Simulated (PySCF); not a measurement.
C4H7BO, SMILES C#CCB(C)O.

Coordinates come from a B3LYP-D3(BJ)/def2-SVP optimisation. The structure was generated by enumeration, and PubChem lists no compound with its InChIKey, so it may never have been made. The values are those of a single conformer.

The numbers are results of PBE/def2-TZVP (PySCF), not measurements.

Isolated molecule, no solvent.

- total energy = -256.47645 hartree
- highest occupied level = -6.52 eV
- lowest empty level = -0.62 eV
- orbital gap = 5.90 eV
- dipole moment = 0.89 D
- quadrupole, principal values (traceless, Buckingham form, about the centre of nuclear charge) = -6.94, -0.79, 7.72 D·Å
- mean static polarisability = 65.0 bohr³ (9.63 Å³)
- polarisability, principal values = 46.6, 58.2, 90.1 bohr³
